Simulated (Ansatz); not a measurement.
Reaction (ligand exchange at the Si–Br bond): `C[Si](N)(O)Br` + HCl → `C[Si](N)(O)Cl` + HBr

Computed with Ansatz on PBE0-D4/def2-TZVP structures; ΔE is electronic, products minus reactants. CCSD(T)/CBS is the MP2 limit (def2-TZVPP, def2-QZVPP) plus CCSD(T) − MP2 in def2-TZVPP, frozen cores. This one scheme is used for every species. Functionals use def2-TZVPP. For Br outer-core shells are correlated without core-valence functions, which leaves a few kJ/mol of doubt a bond. Scalar relativity is left out up to krypton. Each species was taken in one conformer, which may not be the lowest.

(1) Is it downhill or uphill in electronic energy at CCSD(T)/CBS, and by how much? (An estimate is asked.)

(2) What do these levels give: PBE-D4, MP2/def2-TZVPP, SCS-MP2/def2-TZVPP, CCSD/def2-TZVPP, MP2/CBS(def2), CCSD/CBS(def2)? (Best estimate.)

Largest T1 diagnostic among the species: 0.010.

## Answers

(1) Ansatz gave: Nearly level: ΔE = -0.03 eV.

(2) The calculation gave: PBE-D4 -0.03, MP2/def2-TZVPP -0.03, SCS-MP2/def2-TZVPP -0.04, CCSD/def2-TZVPP -0.05, MP2/CBS(def2) -0.01, CCSD/CBS(def2) -0.03 eV.
